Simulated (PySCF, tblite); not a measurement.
C5H7BClSi (doublet state).
Geometry (GFN2-xTB, Å), atoms numbered from 1 in this order:
```xyz
15
C5H7BClSi angstrom
C     -2.464    0.250   -0.418
C     -1.166    0.237   -0.037
C     -0.184   -0.515   -0.717
C      1.157   -0.470   -0.263
C      2.176   -1.165   -0.866
Cl     1.976   -2.170   -2.238
B      1.390    0.432    0.978
Si    -0.366    1.175    1.421
H     -3.195    0.833    0.114
H     -2.821   -0.316   -1.266
H     -0.453   -1.117   -1.576
H      3.192   -1.121   -0.508
H      2.452    0.562    1.449
H     -1.064    0.781    2.657
H     -0.635    2.613    1.246
```

Jobs on this species (15 atoms, 73 electrons) with PySCF (density fitting) and tblite. Hardware of each: one thread, AMD EPYC (x86_64), on a shared host. The host was shared with other jobs, so the times are rough.

```json
{"level and settings": "UKS B3LYP, pcH-1 on B C Cl H Si, non-relativistic, mean-field spin-orbit, GIAO", "work": "unrestricted SCF, g, hyperfine, density and orbital grids written", "basis functions": "290", "SCF cycles": "?", "wall time": "?"}
{"level and settings": "GFN2-xTB", "work": "Hessian by finite differences", "basis functions": "–", "SCF cycles": "–", "wall time": "1.2 s"}
{"level and settings": "GFN2-xTB", "work": "L-BFGS relaxation", "basis functions": "–", "SCF cycles": "–", "wall time": "1.2 s"}
```

Question: Fill in the missing figures.

Answer: 
- UKS B3LYP, pcH-1 on B C Cl H Si, non-relativistic, mean-field spin-orbit, GIAO; unrestricted SCF, g, hyperfine, density and orbital grids written: 2.4 min, 15 SCF cycles

Question: What do all jobs in the table cost together?

Answer: About 2.4 min; the longest takes about 98 % of that, and about 120 times as long as the shortest.
